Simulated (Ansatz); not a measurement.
This geometry of CH$_{7}$NOSi$_{2}$ (12 atoms, charge 0, multiplicity 1) is a first-order saddle point.

The calculation used RKS B3LYP-D4/STO-3G (Ansatz 0.2.0).

```xyz
12
Properties=species:S:1:pos:R:3
N -0.623 0.089 2.298
Si -0.715 -0.467 0.673
C 0.265 0.600 -0.535
O 1.763 0.358 -0.634
Si 0.933 0.019 -2.125
H 0.223 0.006 2.880
H -1.451 0.358 2.847
H -2.114 -0.435 0.304
H -0.211 -1.821 0.532
H 0.028 1.679 -0.460
H 0.818 -1.366 -2.519
H 1.159 0.924 -3.227
```

Q: Which two structures does it join? (They come from a converged band through this point; their orientation in space is the band's.)

A: No bond is made or broken. The height of N1 over the plane of its neighbours goes from 0.44 to -0.44 Å.

Image 0:

```xyz
12
Properties=species:S:1:pos:R:3
N -0.665 -0.167 2.382
Si -0.845 -0.539 0.652
C 0.121 0.585 -0.516
O 1.638 0.503 -0.468
Si 0.995 0.038 -2.016
H 0.354 -0.206 2.645
H -0.922 0.839 2.559
H -2.251 -0.417 0.331
H -0.405 -1.901 0.458
H -0.231 1.636 -0.505
H 1.058 -1.362 -2.366
H 1.230 0.936 -3.123
```

Image 10:

```xyz
12
Properties=species:S:1:pos:R:3
N -0.697 0.323 2.270
Si -0.802 -0.407 0.650
C 0.222 0.620 -0.541
O 1.724 0.377 -0.557
Si 0.971 0.000 -2.079
H 0.301 0.311 2.601
H -1.198 -0.283 2.970
H -2.199 -0.397 0.271
H -0.340 -1.785 0.581
H -0.022 1.699 -0.500
H 0.871 -1.395 -2.440
H 1.246 0.881 -3.190
```

Q: How far does it lie above each of them?

A: 0.137 eV above the first and 0.080 eV above the second. This is the barrier of this one path; another mechanism may lie lower. Limits of this set-up: minimal basis.

The run took 4.9 min on 1 thread of Arm Neoverse V1, on a shared host, peak memory 0.11 GiB.
